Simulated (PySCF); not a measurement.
**SI: from constants to spectrum**

PBE0 constants of SI, ²Π (doublet), unpaired electrons π ↑ (S cc-pV(T+d)Z, I cc-pVTZ-PP with ECP28; scalar-relativistic core potentials (PySCF 2.14); masses 31.9721 and 126.9045 u):

```
ωe              : 418.4 cm⁻¹
ωexe            : 1.37 cm⁻¹
Be              : 0.12422 cm⁻¹
αe              : 0.000542 cm⁻¹
D (centrifugal) : 4.38e-08 cm⁻¹
De to S + I     : 2.48 eV
```

(1) Give the vibrational terms G(v) and spacings up to v = 6.

(2) How well does the Morse estimate ωe²/(4ωexe) reproduce De, and what is D0?

Spin–orbit coupling is left out, which matters for elements this heavy, above all for dissociation energies. The state was picked by a PBE0 search and need not be the measured ground state.

Results:

(1) G(v) = ωe(v+½) − ωexe(v+½)².

| v | G(v) (cm⁻¹) | G(v) − G(v−1) | Bv (cm⁻¹) |
| --- | --- | --- | --- |
| 0 | 208.9 |  | 0.1239 |
| 1 | 624.5 | 415.7 | 0.1234 |
| 2 | 1037.4 | 412.9 | 0.1229 |
| 3 | 1447.6 | 410.2 | 0.1223 |
| 4 | 1855.1 | 407.4 | 0.1218 |
| 5 | 2259.8 | 404.7 | 0.1212 |
| 6 | 2661.7 | 402.0 | 0.1207 |

(2) It gives 3.96 eV, 160 % of the computed De. D0 = De − G(0) = 2.48 − 0.03 = 2.45 eV.
